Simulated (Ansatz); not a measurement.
Ba₂O. Total charge 0; triplet. Geometry PBE0-D4/def2-TZVP, that of the charge +1 doublet; atoms count from 1.

Cartesian coordinates in Å:
```
Ba 1.9767 -0.3871 0.5150
Ba -2.0563 0.2733 -0.1391
O 0.0796 0.1138 -0.3760
```

In the def2 sets Ba takes a core potential; there is no spin–orbit coupling. At PBE0-D4/def2-TZVP a singlet of charge 0 lies 0.07 eV below the triplet at the same geometry. The structure comes from a short search, and lower isomers may exist.

(1) Estimate the Mulliken populations from the PBE0/def2-TZVP orbitals of Ansatz.

(2) Where does the spin sit?

(3) And the Mayer bond orders between bonded heavy atoms (over 0.3)?

Answers

(1) 
```json
{"atom": "Ba1", "charge (e)": "0.50", "spin (α − β)": "1.01"}
{"atom": "Ba2", "charge (e)": "0.50", "spin (α − β)": "1.01"}
{"atom": "O3", "charge (e)": "-1.00", "spin (α − β)": "-0.03"}
```
Mulliken values and Mayer orders depend strongly on the basis.

(2) Summed by element: Ba 2.03, O -0.03, of 2 unpaired in all. Largest on single atoms: Ba1 1.01, Ba2 1.01, O3 -0.03.

(3) Ba1–Ba2 0.87 (4.14 Å); Ba1–O3 0.77 (2.15 Å); Ba2–O3 0.77 (2.15 Å).
